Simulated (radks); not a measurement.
The numbers below are computed, except where a source is named.
Tc I, configuration [Kr] 4d5 5s2.

Code: a radial shooting solver on a logarithmic mesh with Libxc functionals. Model: scalar-relativistic Kohn-Sham, r2SCAN, spin-unpolarised, spherical densities, finite nucleus; meta-GGA in the generalised Kohn-Sham scheme; Fermi nuclear charge, rms radius 4.4112 fm.

Energy parts (eV):
| part | energy |
|---|---|
| total | -116631.232 |
| kinetic | 120432.305 |
| electron-nucleus | -281062.014 |
| Hartree | 47498.809 |
| exchange-correlation | -3500.332 |

Orbitals (lengths in bohr, moments of r in powers of bohr; <r^-3> diverges for s and p1/2; r(90%) holds 90 % of the orbital's charge):
\begin{tabular}{lrrrrr}
orbital & occ. & eigenvalue (eV) & <r^2> & <r^-3> & r(90%) \\ \hline
1s & 2 & -20913.40 & 0.001587 & - & 0.0614 \\
2s & 2 & -2996.519 & 0.02635 & - & 0.231 \\
2p & 6 & -2679.258 & 0.02077 & 2770 & 0.212 \\
3s & 2 & -527.6448 & 0.1966 & - & 0.611 \\
3p & 6 & -422.5071 & 0.2010 & 469.5 & 0.627 \\
3d & 10 & -252.8685 & 0.1910 & 62.54 & 0.636 \\
4s & 2 & -75.5525 & 1.275 & - & 1.54 \\
4p & 6 & -46.7499 & 1.582 & 68.85 & 1.74 \\
4d & 5 & -6.7462 & 3.656 & 4.848 & 2.80 \\
5s & 2 & -5.2232 & 12.50 & - & 4.93 \\
5p & 0 & -1.1554 & 21.72 & 3.833 & 6.52 \\
\end{tabular}

The highest occupied level is 5s at -5.223 eV. The density falls to 0.001 e/bohr^3 at r = 4.77 bohr.
